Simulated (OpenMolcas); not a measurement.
Ag3+ among 6 point charges of -1.7 e arranged as a trigonal prism (D3h), 1.84 Å from the ion, with a polar angle of 52.0° against the regular 49.1°.
```
   1.4508    0.0000    1.1317  -1.70
  -0.7254    1.2565    1.1317  -1.70
  -0.7254   -1.2565    1.1317  -1.70
   1.4508    0.0000   -1.1317  -1.70
  -0.7254    1.2565   -1.1317  -1.70
  -0.7254   -1.2565   -1.1317  -1.70
```

```yaml
Program: OpenMolcas 26.06
Method: "SS-CASPT2, IPEA 0.25 Eh, imaginary shift 0.1 Eh (closed shells correlated: 4s 4p)"
Basis: ANO-RCC-VDZP [6s5p3d1f]
Scalar_Hamiltonian: DKH2, point nucleus
Active_space: 8 electrons in 5 orbitals (4d)
State_averaging: 2S+1 = 3 even, 10 roots; 2S+1 = 1 even, 15 roots
Spin-orbit_coupling: RASSI with atomic mean-field integrals over the reference wave functions
```

(1) What is the spin-free ground state (labels of D3, the rotations of D3h)?

(2) Where is the first state of the same spin?

(3) What are the lowest two levels with spin-orbit coupling?

(4) What is χT at 300 K, and how does it compare with the textbook value?

Answers

(1) 3A2, 1-fold in its orbital part, 96 % from free-ion F terms; it has the highest spin that d8 allows.

(2) 3E at 4610 cm-1 above the ground state.

(3) A 1-fold level A1, then a 2-fold level E 540 cm-1 above it. Their leading multiplicities are 3 (99 %) and 3 (99 %).

(4) The lowest level has 2S+1 = 3, for which the spin-only value is χT = S(S+1) / 2 = 1.000 cm3 K/mol (g = 2). The computed 1.976 at 300 K differs by +0.976, through orbital momentum, spin-orbit coupling and any other state in reach.

Roots that are degenerate in the reference are averaged as groups; the widest CASPT2 spread within a group is 73 cm-1 (the 2-fold group of multiplicity 3 near 11500 cm-1 above the lowest state of its run). Shifts and gaps below about the spread of the groups concerned are not significant. Real 4d8 and 5d8 ions are as a rule square planar and diamagnetic. Free-ion shares, where given, are those of the reference states; single-state CASPT2 does not remix them. This is an electrostatic model: the charges have no orbitals. No measured value stands beside these numbers.
